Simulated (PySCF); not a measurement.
## UHF on Al⁺ (aluminium, charge +1)

Configuration: [Ne] 3p2, high-spin 3P determinant (an excited configuration). All numbers are calculated (PySCF 2.14, no relativity, point nucleus, in aug-cc-pV(T+d)Z (6s5p4d2f, 55 functions)).

```
Total energy                                                  : -241.281299 hartree
One-electron energy                                           : -331.1637 hartree
Hartree (Coulomb) energy                                      : 107.7400 hartree
Exchange energy                                               : -17.8576 hartree
Kinetic energy                                                : 241.31697 hartree
⟨S²⟩                                                          : 2.0000
⟨L²⟩                                                          : 2.000
Sum of ⟨r⟩                                                    : 10.79 bohr
Sum of ⟨r²⟩                                                   : 22.73 bohr²
Traceless quadrupole moment −½Σ⟨3z² − r²⟩ along its main axis : 3.81 e·bohr²
Density at the nucleus (Gaussians lack the cusp)              : 1380 bohr⁻³
Spin density at the nucleus                                   : -0.0262 bohr⁻³
Langevin diamagnetic susceptibility                           : -18.0 ×10⁻⁶ cm³/mol
```

| shell | electrons | mean orbital energy (hartree) | spread (hartree) | rms radius, mean of both spins (bohr) |
| --- | --- | --- | --- | --- |
| 1s α | 1 | -58.93639 | 0 | 0.140 |
| 1s β | 1 | -58.92669 | 0 | 0.140 |
| 2s α | 1 | -5.33138 | 0 | 0.679 |
| 2s β | 1 | -5.31950 | 0 | 0.679 |
| 2p α | 3 | -3.65829 | 0.01156 | 0.672 |
| 2p β | 3 | -3.63692 | 0.01329 | 0.672 |
| 3p α | 2 | -0.49967 | 0 | 3.09 |

Spin-orbit constants ζ (cm⁻¹) from the X2C one-electron operator on these orbitals (non-relativistic here): bare nucleus, nucleus screened by l(l+1)(2l+1)/3 electrons, and screened by the Breit-Pauli mean field of the electrons.

| shell | bare | screened nucleus | mean field |
| --- | --- | --- | --- |
| 2p | 2655 | 2247 | 2061 |
| 3p | 124.9 | 105.7 | 95.32 |

To first order the Landé constant is A = 47.66 cm⁻¹, so the lowest level has J = 0 and lies 0.0118 eV below the centre of the term. This holds in LS coupling only.
